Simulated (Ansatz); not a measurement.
CH4As (`C[AsH]`) radical. Total charge 0; spin multiplicity 2. Geometry: relaxed with PBE0-D4/def2-TZVP.

```xyz
6

C     0.368    0.346   -0.218
As   -0.139   -1.170    0.929
H     0.099    0.143   -1.255
H     1.445    0.499   -0.150
H    -0.144    1.254    0.104
H    -1.628   -1.072    0.590
```

What is the dipole moment at PBE/def2-TZVPP? (Estimate.)

Computed: 1.03 D, with components (0.09, 0.80, -0.64) D in this frame, pointing from negative to positive charge.

And with r2SCAN, B3LYP, ωB97M-V? (Best estimate.)

Computed: r2SCAN 1.11 D, B3LYP 0.98 D, ωB97M-V 0.96 D.

Give the Mulliken charges with PBE, B3LYP, ωB97M-V in def2-TZVPP. (An estimate is asked.)

The calculation gave: 
| atom | PBE | B3LYP | ωB97M-V |
| --- | --- | --- | --- |
| C1 | -0.38 | -0.39 | -0.44 |
| As2 | 0.04 | 0.06 | 0.03 |
| H3 | 0.13 | 0.12 | 0.14 |
| H4 | 0.12 | 0.12 | 0.14 |
| H5 | 0.13 | 0.12 | 0.14 |
| H6 | -0.03 | -0.04 | 0.00 |

B3LYP here is the variant with VWN-RPA as its local correlation; programs differ in this.
